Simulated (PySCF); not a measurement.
3,3-difluoropent-1-en-4-yne (C₅H₄F₂), SMILES C#CC(F)(F)C=C. Coordinates come from a PBE-D3(BJ)/def2-SVP optimisation. Other conformers were not sampled.

The numbers are results of PySCF with PBE-D3(BJ)/def2-SVP, not measurements.

Harmonic wavenumbers (cm⁻¹): 91, 145, 183, 310, 311, 418, 487, 529, 601, 682, 685, 695, 715, 935, 961, 978, 1040, 1103, 1235, 1261, 1374, 1680, 2175, 3082, 3111, 3185, 3403. Rotational constants (GHz): 2.933, 2.682, 1.883; symmetry number 1.

**Question.** Work out the zero-point energy and the ideal-gas rigid-rotor harmonic-oscillator thermochemistry at 298.15 K and 1 atm.

**Answer.** ZPE = ½ Σ hcν = ½ × 31376 cm⁻¹ = 187.67 kJ/mol. H − E(el) = 209.09 kJ/mol. Entropy in J/(mol K): translation 166.44, rotation 114.96, vibration 66.29, total 347.69. G − E(el) = 105.42 kJ/mol. Cp = 115.78 J/(mol K). Modes under 150 cm⁻¹ make the vibrational entropy uncertain.
